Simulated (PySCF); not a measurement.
**Excitation energy of Tm by level of theory**

Tm [Xe] 4f13 6s2 (2F) → Tm [Xe] 4f12 5d1 6s2 (high-spin determinant), as a difference of total energies. Computed with PySCF 2.14 in cc-pVDZ-X2C (8s7p5d3f1g, 84 functions), with scalar relativity by spin-free X2C-1e. Correlated levels: valence: [Kr] 4d10 frozen; valence and next inner shell: [Ar] 3d10 frozen. The calculations carry no spin-orbit coupling.

```tsv
method	excitation energy (cm⁻¹)
UHF	-8367.4
LDA	26016
PBE	22562
PBE0	15290
r2SCAN	14326
MP2 (valence)	24945
SCS-MP2 (valence)	20593
MP2 (valence and next inner shell)	27968
SCS-MP2 (valence and next inner shell)	22682
```

A first-order spin-orbit estimate (lowest level to lowest level, LS coupling) adds -0.250 eV.

The determinant of the upper state mixes LS terms, which raises its energy above the lowest term, most at the Hartree-Fock and MP2 levels.
